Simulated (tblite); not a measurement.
A geometry optimisation, step by step.

Species: C6H9BO3.
Numbering: `[CH3:1][O:2][B:3]([CH2:4][C:5]#[C:6][CH:7]=[O:8])[O:9][CH3:10]` (hydrogens: H11, H12, H13 on C1; H14, H15 on C4; H16 on C7; H17, H18, H19 on C10)

Computed with GFN2-xTB (tblite), gas phase: L-BFGS steps from a force-field or distance-geometry start until the largest atomic force falls under 0.01 eV/Å. 7 of its 243 geometries are shown.

Step 0: E = -837.6918 eV, largest atomic force 4.646 eV/Å
```
atom  x, y, z in Å  |  force x, y, z in eV/Å
C1     -1.994   -1.724    0.889   -1.018  -0.530   0.672
O2     -0.869   -0.892    0.969   -0.312   1.559  -1.762
B3     -0.939    0.134   -0.065   -0.865   0.412   1.757
C4     -0.283   -0.104   -1.502    0.371  -0.140   0.053
C5      1.160   -0.299   -1.333   -1.334   0.169  -0.362
C6      2.346   -0.451   -1.217    1.378  -0.301  -0.280
C7      3.767   -0.629   -1.066    0.463   1.417   4.400
O8      4.331   -0.333    0.030   -1.519  -0.878  -3.300
O9     -1.632    1.406    0.213    1.299  -2.021  -0.345
C10    -0.710    2.313    0.760    0.355   0.983   0.431
H11    -1.941   -2.493    1.684    0.241   0.408  -0.239
H12    -2.945   -1.150    1.067    0.666  -0.377  -0.308
H13    -2.050   -2.259   -0.074   -0.051   0.243   0.152
H14    -0.721   -1.017   -1.961    0.341   0.528   0.079
H15    -0.473    0.772   -2.149    0.188  -0.482   0.094
H16     4.349   -1.021   -1.871    0.181  -0.301  -0.776
H17    -1.227    3.272    0.972    0.022  -0.568  -0.157
H18    -0.291    1.940    1.722   -0.074   0.148  -0.585
H19     0.114    2.546    0.042   -0.333  -0.269   0.473
```

Step 40: E = -839.1652 eV, largest atomic force 0.366 eV/Å
```
atom  x, y, z in Å  |  force x, y, z in eV/Å
C1     -2.228   -2.062    0.714    0.211  -0.030  -0.059
O2     -1.662   -0.814    1.018   -0.109  -0.106  -0.093
B3     -0.997    0.119    0.315   -0.149  -0.038  -0.038
C4     -0.319   -0.013   -1.171    0.156  -0.086  -0.063
C5      1.115   -0.176   -1.113    0.331  -0.124  -0.094
C6      2.315   -0.344   -1.172   -0.334  -0.080  -0.015
C7      3.719   -0.564   -1.032   -0.185  -0.066   0.165
O8      4.357   -0.174   -0.087    0.173   0.048  -0.067
O9     -0.986    1.296    0.971    0.220   0.078  -0.088
C10    -0.394    2.506    0.573    0.034   0.046  -0.041
H11    -1.837   -2.807    1.410    0.043   0.031   0.134
H12    -3.310   -1.986    0.860    0.058  -0.011  -0.090
H13    -2.014   -2.426   -0.296   -0.003   0.234  -0.065
H14    -0.726   -0.822   -1.788   -0.053   0.067   0.164
H15    -0.501    0.931   -1.696   -0.104  -0.113  -0.069
H16     4.191   -1.171   -1.841   -0.205   0.165   0.073
H17    -1.200    3.237    0.461    0.114   0.089   0.070
H18     0.301    2.822    1.354   -0.086   0.056   0.015
H19     0.166    2.457   -0.371   -0.112  -0.158   0.163
```

Step 81: E = -839.3173 eV, largest atomic force 0.093 eV/Å
```
atom  x, y, z in Å  |  force x, y, z in eV/Å
C1     -2.098   -2.050    0.624   -0.025  -0.005   0.029
O2     -1.878   -0.704    0.950    0.055  -0.037  -0.012
B3     -1.113    0.200    0.310    0.002   0.014  -0.022
C4     -0.454   -0.040   -1.170    0.001   0.010  -0.011
C5      0.975   -0.188   -1.112   -0.056   0.011  -0.004
C6      2.172   -0.337   -1.058   -0.005  -0.001   0.015
C7      3.577   -0.526   -0.961    0.003  -0.027   0.089
O8      4.321    0.070   -0.222   -0.029   0.017  -0.086
O9     -0.988    1.355    0.985    0.013   0.004   0.031
C10    -0.247    2.488    0.609    0.008  -0.001  -0.026
H11    -1.588   -2.671    1.364    0.005  -0.038   0.003
H12    -3.171   -2.242    0.680   -0.012  -0.010  -0.018
H13    -1.733   -2.321   -0.371   -0.013   0.039   0.023
H14    -0.878   -0.918   -1.665    0.010   0.054  -0.001
H15    -0.692    0.831   -1.789    0.035  -0.027  -0.002
H16     3.947   -1.323   -1.641    0.012   0.013   0.005
H17    -0.938    3.301    0.370    0.004   0.001   0.005
H18     0.375    2.786    1.456   -0.037  -0.016  -0.014
H19     0.399    2.297   -0.250    0.027  -0.001  -0.003
```

Step 121: E = -839.3672 eV, largest atomic force 0.051 eV/Å
```
atom  x, y, z in Å  |  force x, y, z in eV/Å
C1     -2.041   -2.081    0.586    0.000  -0.005  -0.003
O2     -1.717   -0.784    1.011   -0.003  -0.012  -0.020
B3     -1.060    0.175    0.339    0.018  -0.010   0.009
C4     -0.548    0.036   -1.214   -0.010   0.004   0.007
C5      0.872   -0.160   -1.183   -0.025  -0.010   0.015
C6      2.058   -0.365   -1.070    0.002   0.013  -0.013
C7      3.461   -0.496   -0.918    0.011   0.024   0.000
O8      4.228    0.421   -0.754    0.033  -0.036  -0.016
O9     -0.826    1.282    1.066   -0.027   0.017   0.010
C10    -0.143    2.432    0.629    0.001  -0.003  -0.011
H11    -1.618   -2.790    1.301   -0.013  -0.001   0.001
H12    -3.129   -2.188    0.580   -0.012   0.001   0.010
H13    -1.654   -2.311   -0.409    0.012  -0.004   0.005
H14    -1.026   -0.794   -1.736   -0.004   0.003   0.005
H15    -0.780    0.956   -1.754    0.020   0.003   0.000
H16     3.810   -1.550   -0.954   -0.004   0.019  -0.001
H17    -0.839    3.113    0.132   -0.007   0.009  -0.015
H18     0.266    2.925    1.511   -0.013  -0.002   0.016
H19     0.674    2.188   -0.053    0.021  -0.013  -0.001
```

Step 161: E = -839.3793 eV, largest atomic force 0.045 eV/Å
```
atom  x, y, z in Å  |  force x, y, z in eV/Å
C1     -2.071   -2.078    0.578   -0.011  -0.010  -0.007
O2     -1.738   -0.793    1.032    0.009  -0.013  -0.016
B3     -1.066    0.170    0.381    0.007   0.006   0.009
C4     -0.511    0.044   -1.155   -0.006   0.002   0.007
C5      0.911   -0.144   -1.137    0.016  -0.001   0.001
C6      2.104   -0.327   -1.071   -0.021  -0.012  -0.005
C7      3.511   -0.503   -1.028   -0.024  -0.015  -0.007
O8      4.333    0.376   -1.105    0.029   0.033   0.010
O9     -0.877    1.287    1.110   -0.005   0.006  -0.004
C10    -0.181    2.429    0.670    0.006   0.008   0.002
H11    -1.786   -2.795    1.350   -0.002   0.003   0.011
H12    -3.153   -2.131    0.427    0.002  -0.007  -0.011
H13    -1.564   -2.343   -0.354    0.000  -0.002   0.016
H14    -0.979   -0.785   -1.688   -0.008  -0.012  -0.001
H15    -0.743    0.966   -1.694    0.004   0.011  -0.006
H16     3.808   -1.567   -0.913   -0.011  -0.002  -0.002
H17    -0.770    2.980   -0.069   -0.007   0.003   0.000
H18    -0.021    3.062    1.542    0.007   0.003  -0.001
H19     0.784    2.164    0.230    0.013   0.000   0.004
```

Step 202: E = -839.3957 eV, largest atomic force 0.023 eV/Å
```
atom  x, y, z in Å  |  force x, y, z in eV/Å
C1     -1.992   -2.082    0.595   -0.012   0.000   0.010
O2     -1.681   -0.805    1.096   -0.006  -0.005   0.009
B3     -1.057    0.178    0.421   -0.001  -0.009   0.005
C4     -0.585    0.039   -1.141    0.007   0.000   0.004
C5      0.836   -0.151   -1.168    0.013  -0.002  -0.006
C6      2.030   -0.333   -1.130    0.001   0.004   0.002
C7      3.439   -0.489   -1.082   -0.010  -0.011   0.001
O8      4.241    0.404   -0.959    0.011   0.019  -0.005
O9     -0.838    1.294    1.139   -0.003   0.003  -0.008
C10    -0.137    2.425    0.678   -0.001   0.009  -0.003
H11    -2.225   -2.716    1.452   -0.006   0.013  -0.013
H12    -2.867   -2.034   -0.060    0.011  -0.009  -0.001
H13    -1.153   -2.517    0.046   -0.001  -0.003   0.003
H14    -1.080   -0.796   -1.640    0.003   0.007   0.000
H15    -0.832    0.958   -1.678    0.003  -0.003  -0.002
H16     3.760   -1.549   -1.165   -0.006  -0.009  -0.003
H17    -0.643    2.884   -0.177   -0.012  -0.001   0.010
H18    -0.105    3.139    1.500    0.009  -0.006  -0.004
H19     0.881    2.160    0.382    0.000   0.003   0.003
```

Step 242: E = -839.4000 eV, largest atomic force 0.010 eV/Å
```
atom  x, y, z in Å  |  force x, y, z in eV/Å
C1     -2.007   -2.079    0.595   -0.003   0.005   0.004
O2     -1.702   -0.802    1.098   -0.001   0.003  -0.002
B3     -1.057    0.174    0.430    0.001   0.001  -0.002
C4     -0.563    0.026   -1.125   -0.003  -0.001   0.008
C5      0.860   -0.153   -1.154   -0.004   0.003   0.002
C6      2.055   -0.328   -1.125   -0.001   0.001   0.000
C7      3.465   -0.484   -1.107    0.000   0.002  -0.001
O8      4.271    0.413   -1.077    0.001  -0.002   0.000
O9     -0.848    1.292    1.145    0.000  -0.001   0.000
C10    -0.160    2.432    0.683    0.000  -0.005   0.004
H11    -2.417   -2.660    1.421    0.000  -0.004   0.009
H12    -2.756   -2.019   -0.201    0.004   0.001  -0.006
H13    -1.114   -2.581    0.211    0.000   0.000  -0.006
H14    -1.046   -0.820   -1.617   -0.001   0.003  -0.001
H15    -0.819    0.937   -1.672    0.005  -0.006  -0.002
H16     3.779   -1.549   -1.121    0.001   0.002   0.000
H17    -0.764    2.977   -0.049   -0.003   0.001  -0.001
H18     0.018    3.072    1.546   -0.004  -0.001   0.001
H19     0.795    2.162    0.227    0.007  -0.002  -0.006
```

Q: Summarise the path.

A: The energy falls by 39.39 kcal/mol from step 0 to step 242; nine tenths of that is first reached at step 46. It rises by more than 0.2 meV at step 105. The largest force goes from 4.646 to 0.010 eV/Å. Among the bonds B3–O9 changes most, from 1.475 to 1.344 Å; the atoms move by 0.868 Å rms after alignment.

Q: Follow the three bonds and two angles with the largest change from start to end.

A: 
| step | E above end (kcal/mol) | largest force (eV/Å) | B3–O9 (Å) | O2–B3 (Å) | C7=O8 (Å) | B3–O9–C10 (°) | C1–O2–B3 (°) |
| --- | --- | --- | --- | --- | --- | --- | --- |
| 0 | 39.39 | 4.646 | 1.475 | 1.459 | 1.268 | 108.8 | 109.8 |
| 11 | 23.28 | 0.387 | 1.357 | 1.351 | 1.208 | 122.8 | 126.4 |
| 21 | 17.75 | 0.186 | 1.344 | 1.339 | 1.205 | 141.4 | 146.3 |
| 32 | 9.84 | 0.446 | 1.354 | 1.334 | 1.206 | 129.2 | 146.2 |
| 42 | 4.67 | 0.237 | 1.346 | 1.342 | 1.207 | 129.9 | 131.7 |
| 53 | 2.75 | 0.105 | 1.344 | 1.344 | 1.204 | 127.7 | 129.4 |
| 63 | 2.39 | 0.144 | 1.346 | 1.345 | 1.204 | 127.7 | 128.7 |
| 74 | 2.09 | 0.091 | 1.344 | 1.347 | 1.205 | 127.9 | 128.5 |
| 84 | 1.84 | 0.085 | 1.344 | 1.345 | 1.206 | 126.9 | 128.4 |
| 95 | 1.48 | 0.166 | 1.346 | 1.344 | 1.208 | 126.1 | 129.1 |
| 105 | 1.17 | 0.588 | 1.343 | 1.344 | 1.213 | 126.7 | 128.7 |
| 116 | 0.80 | 0.129 | 1.346 | 1.343 | 1.208 | 125.9 | 128.8 |
| 126 | 0.71 | 0.063 | 1.346 | 1.342 | 1.206 | 125.5 | 128.8 |
| 137 | 0.61 | 0.027 | 1.346 | 1.342 | 1.206 | 125.3 | 128.8 |
| 147 | 0.51 | 0.103 | 1.347 | 1.343 | 1.207 | 125.2 | 128.6 |
| 158 | 0.49 | 0.037 | 1.347 | 1.342 | 1.206 | 125.0 | 128.5 |
| 168 | 0.42 | 0.059 | 1.347 | 1.343 | 1.205 | 124.8 | 128.5 |
| 179 | 0.31 | 0.040 | 1.346 | 1.344 | 1.206 | 125.1 | 127.5 |
| 189 | 0.18 | 0.101 | 1.345 | 1.345 | 1.205 | 124.9 | 126.4 |
| 200 | 0.10 | 0.019 | 1.345 | 1.346 | 1.207 | 124.9 | 125.9 |
| 210 | 0.08 | 0.034 | 1.345 | 1.347 | 1.206 | 125.1 | 126.0 |
| 221 | 0.05 | 0.021 | 1.344 | 1.347 | 1.207 | 125.0 | 125.6 |
| 231 | 0.03 | 0.027 | 1.344 | 1.347 | 1.206 | 125.1 | 125.7 |
| 242 | 0.00 | 0.010 | 1.344 | 1.347 | 1.206 | 125.0 | 125.8 |

The cost below is that of the whole relaxation. On Arm Neoverse N1, one thread (shared host), this took 3.1 s.
